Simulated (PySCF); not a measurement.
**Electron correlation in B (boron, neutral)**

[He] 2s2 2p1, 2P determinant. Calculation: PySCF 2.14, in x2c-TZVPPall; the spin-free X2C one-electron Hamiltonian (Gaussian nucleus). Frozen: nothing; 5 electrons correlated.

| level | correlation energy (mhartree) |
| --- | --- |
| CCSD | -80.12 |
| (T) | -1.49 |
| CCSD(T) | -81.61 |
| CCSDT | -82.05 |

Diagnostics: T1 = 0.011, D1 = 0.0259, largest double amplitude 0.106.

Task: Is a single reference adequate?

Result: Mostly. T1 lies below 0.03, but a double amplitude of this size points to a near-degeneracy that CCSD handles and MP2 describes poorly.

This basis was not built for core-valence correlation, so the inner-shell part is incomplete.
